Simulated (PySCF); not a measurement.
Molecule: `[SiH2](/C=N\C)P`, C$_{2}$H$_{8}$NPSi.

Atoms are numbered as in `[CH3:1]/[N:2]=[CH:3]\[SiH2:4][PH2:5]`. Each H is labelled by its parent atom.

Geometry PBE0-D3(BJ)/def2-SVP throughout; GIAO in PySCF, gas phase, one conformer, non-relativistic; equivalent atoms averaged; functional PBE0.

(1) How do the shifts δ (against TMS, NH3, H3PO4 at the same level) depend on the basis set? (ppm; last column core-seconds on shared hosts with different chips, so compare them loosely)

(2) Which nucleus moves most, in ppm?

(3) Taking the largest basis, def2-TZVP (215 functions), as the yardstick, rank the others by their worst heavy-atom deviation.

## Answers

(1) 
```csv
basis set,functions,C3,C1,N2,Si4,P5,H(C3),H(C1),H(Si4),H(P5),core-s
STO-3G,41,137.1,44.9,320.8,-51.4,-179.8,8.58,3.07,2.19,0.20,3.6
6-31G,69,161.3,51.0,446.0,-50.2,-292.1,9.23,4.25,4.39,1.53,7.3
6-31G*,94,160.7,49.5,420.6,-43.8,-250.3,8.61,3.73,4.72,1.68,10
def2-SVP,118,165.5,48.6,449.7,-69.5,-263.0,8.39,3.64,4.61,1.50,11
pcSseg-1,139,173.5,52.4,483.1,-73.2,-294.6,8.59,3.83,4.63,1.68,10
"6-311+G(2d,p)",199,173.9,51.0,458.7,-72.5,-300.8,8.97,3.82,4.94,1.82,25
def2-TZVP,215,174.9,51.5,469.8,-75.4,-306.2,8.94,3.82,4.94,1.79,29
```

(2) N2 (imine nitrogen): from 320.8 ppm with STO-3G to 483.1 ppm with pcSseg-1. The smallest spread is 0.84 ppm, at H(C3). Proton shifts span only some 12 ppm, so a few tenths of a ppm matter as much there as several ppm in carbon.

(3) 6-311+G(2d,p) 11.1 ppm (199 functions), pcSseg-1 13.3 ppm (139 functions), 6-31G 25.2 ppm (69 functions), def2-SVP 43.3 ppm (118 functions), 6-31G* 55.9 ppm (94 functions), STO-3G 149.0 ppm (41 functions).

A small basis that lands close on one nucleus may do so by chance; judge by the trend and by all nuclei.
